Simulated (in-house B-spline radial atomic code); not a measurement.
Values are calculated unless marked as measured or tabulated.
Al ion on Ga atom: potential, deflection and energy transfer

The pair potential comes from two frozen, spherical free-atom densities (PBE, B-spline radial code, scalar-relativistic past argon): electrostatics plus the change in Thomas-Fermi kinetic and Dirac exchange energy where they overlap, the recipe behind the universal ZBL potential, which averages such potentials (from solid-state densities) over many pairs. It is written V = (Z1 Z2 e²/r) φ(r/a), with e² = 14.3996 eV·Å and a = 0.46850 Å/(Z1^0.23 + Z2^0.23); ZBL's fit is φ = 0.18175 e^(−3.1998x) + 0.50986 e^(−0.94229x) + 0.28022 e^(−0.4029x) + 0.02817 e^(−0.20162x). Where φ falls below 4e-4 it is continued as an exponential.

Masses 26.98 and 69.72 u.

| x = r/a | φ, this pair | φ, ZBL |
| --- | --- | --- |
| 0.1 | 0.8943 | 0.8928 |
| 0.25 | 0.7753 | 0.7647 |
| 0.5 | 0.6285 | 0.6096 |
| 1 | 0.4373 | 0.4164 |
| 1.5 | 0.3177 | 0.2995 |
| 2 | 0.2369 | 0.2218 |
| 3 | 0.1371 | 0.1292 |
| 4 | 0.08424 | 0.08026 |
| 5 | 0.05393 | 0.05224 |
| 6.5 | 0.02836 | 0.02914 |
| 8 | 0.01585 | 0.01705 |
| 10 | 0.008367 | 0.008778 |
| 12 | 0.004834 | 0.00474 |
| 14.5 | 0.002464 | 0.002328 |
| 17 | 0.001212 | 0.001212 |

Question: At x = 6.5 the electrostatic, kinetic and exchange parts are -9.48, 258.65 and -32.64 eV. Find r, V and φ.

Answer: a = 0.46850/(1.8039 + 2.2030) = 0.11692 Å, so r = 0.76001 Å. V = -9.48 + 258.65 + (-32.64) = 216.53 eV. The bare repulsion is 13 × 31 × 14.3996/0.76001 = 7635.5 eV, so φ = 0.0284, -2.7 % against ZBL's 0.0291. The kinetic (Pauli) term is 119 % of V here, as the other two terms together attract.

Question: The ion comes in at 68.84 keV with impact parameter 0.5846 Å. The scattering integral gives a centre-of-mass angle of 1.291° and a closest approach of 5.027 a. What are the reduced energy, the energy passed on and the laboratory angles?

Answer: ε = E a M2/(Z1 Z2 e² (M1 + M2)) = 68840 × 1.4527e-05 = 1. The most that one collision can pass on is γE with γ = 4 M1 M2/(M1 + M2)² = 0.8046. Here T = γE sin²(θ/2) = 0.8046 × 68840 × 0.000127 = 7.034 eV. The ion turns by arctan(sin θ/(cos θ + M1/M2)) = 0.9°, and the struck atom leaves at (180° − θ)/2 = 89.4°. The closest approach is 0.588 Å. With ZBL the angle would be 1.22° and T = 6.243 eV.
